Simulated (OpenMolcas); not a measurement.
Bi⁺: thermal populations, worked from levels

```json
{
 "Program": "OpenMolcas",
 "Basis": "ANO-RCC-VTZP [8s7p5d3f2g]",
 "Scalar Hamiltonian": "DKH2, point nucleus",
 "Active space": "4 electrons in 9 orbitals (RAS2 6s 6p; RAS3 6d, at most 2 electrons)",
 "State averaging": "2S+1 = 3 even, 3 roots; 2S+1 = 1 even, 6 roots; 2S+1 = 5 odd, 1 root; 2S+1 = 3 odd, 8 roots; 2S+1 = 1 odd, 8 roots",
 "Spin-orbit coupling": "RASSI with atomic mean-field integrals over the reference wave functions, term energies averaged over their components"
}
```

Methods: RASSCF; SS-RASPT2, IPEA 0.25 Eh, imaginary shift 0.1 Eh (closed shells correlated: 5d). Measured levels: NIST Handbook of Basic Atomic Spectroscopic Data.

**Thermal populations.** Z = Σ (2J + 1) exp(-E/kT) with k = 0.695035 cm-1/K, over the levels below. No other level of either list lies under 69100 cm-1, which is above 7 kT at each temperature.

```tsv
Level	2J + 1	SS-RASPT2	measured
6s2 6p2 3P0	1	0.0	0.0
6s2 6p2 3P1	3	11250	13325
6s2 6p2 3P2 [56 %]	5	15150	17032
6s2 6p2 1D2 [56 %]	5	29720	33939
6s2 6p2 1S0	1	40610	44174
```

```json
{"T (K)": "5000", "Z, SS-RASPT2": "1.183", "Z, measured levels": "1.102", "Ground level (%), SS-RASPT2": "84.6", "Ground level (%), measured levels": "90.7"}
{"T (K)": "8000", "Z, SS-RASPT2": "1.749", "Z, measured levels": "1.518", "Ground level (%), SS-RASPT2": "57.2", "Ground level (%), measured levels": "65.9"}
{"T (K)": "12000", "Z, SS-RASPT2": "2.741", "Z, measured levels": "2.346", "Ground level (%), SS-RASPT2": "36.5", "Ground level (%), measured levels": "42.6"}
```

At 12000 K, kT = 8340 cm-1, and the computed levels give Z = 1.000 + 0.779 + 0.813 + 0.142 + 0.008 = 2.741.

The run also gave levels led by 6s2 6p 6d, which use shells meant for correlation; these and all levels above them are left out. Spin-orbit splittings of 6p shells tend to come out small when the coupling is added on scalar orbitals. Measured partners are found by configuration, term and J. A level has none where our copy of the source lacks it or the pairing is in doubt (some pairs that miss far off the trend of their configuration count as doubtful), and it then counts in no deviation. Where the source uses jj or jK labels, the order within each J decides. Levels of configurations outside the active space are missing.

A share in square brackets marks a mixed level and gives the weight of the term that names it, the lowest over the columns.
